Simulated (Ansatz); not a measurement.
ClH5O2Si2 (`O[SiH2]O[SiH2]Cl`), relaxed with RKS PBE-D4/def2-SVP in Ansatz 0.2.0 from a rough embedded geometry. The force threshold is 0.03 eV/Å; the program also tests the step.

Total charge 0; spin multiplicity 1.

Start:

```xyz
10

O    -2.300    0.242    1.293
Si   -1.356   -0.138    0.001
O     0.241    0.174    0.342
Si    1.675   -0.022   -0.544
Cl    3.099    0.666    0.828
H    -1.715    0.610    2.069
H    -1.550   -1.588   -0.325
H    -1.776    0.667   -1.198
H     1.970   -1.457   -0.797
H     1.713    0.846   -1.669
```

(1) By how much does the energy fall, and how many steps does the optimiser take? (Best estimate.)

(2) Which bonds change most? (An estimate is asked.)

(3) Give the relaxed structure. (Best estimate.)

Answers

(1) Ansatz gave: 0.45 eV, in 37 steps, 5 of them rejected.

(2) The calculation gave: Si4–H10 from 1.421 to 1.496 Å; O1–H6 from 1.039 to 0.977 Å; O3–Si4 from 1.696 to 1.659 Å; Si2–O3 from 1.663 to 1.694 Å.

(3) Ansatz gave: 
```xyz
10

O    -1.178   -0.303    1.539
Si   -1.470   -0.205   -0.104
O    -0.018   -0.310   -0.969
Si    1.565   -0.025   -0.563
Cl    1.630    1.504    0.881
H    -0.612    0.414    1.889
H    -2.310   -1.388   -0.454
H    -2.122    1.089   -0.505
H     2.207   -1.229    0.056
H     2.310    0.453   -1.770
```
